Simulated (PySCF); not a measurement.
## Shieldings and the share of exact exchange

Molecule: SMILES [SiH2](O[SiH2]C)F, CH7FOSi2.

Cartesian coordinates in Å; atom numbers follow the order of the lines, from 1:
```xyz
12

C    -1.6170    0.6934    0.1213
Si   -0.7914   -0.7746   -0.6824
O     0.7645   -0.9447   -0.0886
Si    2.0401   -0.0850    0.4695
F     1.8476    1.4668    0.0232
H    -1.6816    0.5581    1.2123
H    -2.6375    0.8370   -0.2668
H    -1.0371    1.6082   -0.0777
H    -1.5143   -2.0436   -0.3816
H    -0.7175   -0.5944   -2.1631
H     3.2939   -0.5847   -0.1456
H     2.0815   -0.1121    1.9541
```

GIAO shieldings (ppm, equivalent atoms averaged) in PySCF on the PBE0-D3(BJ)/def2-SVP geometry, basis pcSseg-2, gas phase, non-relativistic:

| functional | exact exchange (%) | σ(Si2) | σ(Si4) | σ(O3) | σ(F5) |
| --- | --- | --- | --- | --- | --- |
| BLYP | 0 | 329.6 | 350.2 | 240.7 | 313.9 |
| BP86 | 0 | 336.1 | 353.7 | 244.9 | 314.3 |
| PBE | 0 | 336.6 | 353.4 | 243.8 | 313.2 |
| B3LYP | 20 | 343.4 | 363.7 | 251.8 | 326.4 |
| PBE0 | 25 | 354.3 | 371.5 | 257.4 | 329.1 |
| mPW1PW91 | 25 | 353.6 | 371.6 | 258.0 | 330.1 |
| HF | 100 | 404.0 | 426.7 | 284.5 | 362.4 |

(1) Fit each shielding as a line in the percentage of exact exchange.

(2) What does the line predict for BHandHLYP (50 %), and what does the run give?

Results:

(1) σ(Si2) = 334.0 + 0.70 x (rms 3.0 ppm); σ(Si4) = 352.0 + 0.74 x (rms 1.7 ppm); σ(O3) = 244.4 + 0.41 x (rms 2.2 ppm); σ(F5) = 315.3 + 0.49 x (rms 1.7 ppm). The functionals also differ in their semilocal parts, which the line can't hold; Hartree–Fock has no correlation at all.

(2) σ(Si2): 369.0 predicted, 364.7 computed; σ(Si4): 389.0 predicted, 385.4 computed; σ(O3): 264.9 predicted, 265.0 computed; σ(F5): 339.8 predicted, 341.5 computed ppm.
